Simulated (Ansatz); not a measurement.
Geometry optimisation, UKS PBE0-D4/cc-pVDZ in Ansatz.

input.yaml

```yaml
crystal:
  periodic: [false, false, false]
  atoms:
    - { symbol: F, position_ang: [1.8852, -0.4031, -0.6103] }
    - { symbol: Si, position_ang: [0.2851, 0.0256, -0.6835] }
    - { symbol: C, position_ang: [-0.49, 0.4505, 0.8165] }
    - { symbol: "N", position_ang: [-0.4143, -0.7993, 0.7314] }
    - { symbol: H, position_ang: [-0.4293, -0.5191, -1.8805] }
    - { symbol: H, position_ang: [-0.7946, 1.1814, 1.5803] }
magnetization:
  spin_polarized: true
basis:
  gaussian: { orbitals: cc-pVDZ }
hamiltonian:
  xc: pbe0
  dispersion: d4
relax:
  f_tol: 0.02
  max_steps: 50
```

Run as:

```bash
$ ansatz run input.yaml --threads 2 --pin off --max-ram 3072MiB --backend cpu --events-out ev --progress --plain --runs-dir out
```

Problem. Where does it end, and by what steps?

Solution. It converged. After 6 steps the energy has fallen by 0.354 eV; Si2 moved furthest, 0.23 Å.

```csv
step,energy less start (eV),largest force component (eV/Å),accepted
0,0.0000,1.740,yes
1,-0.2392,1.197,yes
2,-0.3218,0.650,yes
3,-0.3412,0.433,yes
4,-0.3524,0.277,yes
5,-0.3539,0.042,yes
6,-0.3540,0.009,yes
```

```xyz
6
Properties=species:S:1:pos:R:3
F 1.902 -0.345 -0.762
Si 0.277 -0.198 -0.622
C -0.475 0.487 0.829
N -0.497 -0.807 0.882
H -0.330 -0.410 -1.951
H -0.835 1.209 1.578
```

Run time: 13 s on 2 threads of Intel(R) Xeon(R) Platinum 8488C (Sapphire Rapids), with other jobs on the host, peak memory 0.19 GiB.
